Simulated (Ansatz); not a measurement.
`C=C([SiH3])CF` and `C=CC(=C)CF` differ in one atom or group.

Ansatz, PBE0-D4/def2-TZVP geometries, multiplicity 1. Each molecule was computed in one conformer, which needn't be the lowest.

```
                                        property  `C=C([SiH3])CF`
               LUMO energy (PBE/def2-TZVPP) / eV            -1.44
         HOMO–LUMO gap (ωB97M-V/def2-TZVPP) / eV            11.74
             HOMO energy (B3LYP/def2-TZVPP) / eV            -7.64
size of the dipole moment (B3LYP/def2-TZVPP) / D             1.06
             HOMO–LUMO gap (PBE/def2-TZVPP) / eV             5.29
              HOMO energy (PBE0/def2-TZVPP) / eV            -7.86
```

Task: Give the same properties after the change, and the shifts. (Best estimate.)

Result: The calculation gave: 
```
                                        property  `C=CC(=C)CF`  shift
               LUMO energy (PBE/def2-TZVPP) / eV         -1.97  -0.53
         HOMO–LUMO gap (ωB97M-V/def2-TZVPP) / eV         10.12  -1.62
             HOMO energy (B3LYP/def2-TZVPP) / eV         -6.79   0.85
size of the dipole moment (B3LYP/def2-TZVPP) / D          1.55   0.49
             HOMO–LUMO gap (PBE/def2-TZVPP) / eV          4.04  -1.25
              HOMO energy (PBE0/def2-TZVPP) / eV         -7.00   0.86
```

With PBE0 the HOMO rises by 0.86 eV and the LUMO falls by 0.59 eV, so the gap narrows by about 1.45 eV. PBE moves the HOMO by 0.72 eV and ωB97M-V by 0.98 eV. Dipoles are sizes alone; their direction can turn.

B3LYP here is the variant with VWN-RPA as its local correlation; programs differ in this.
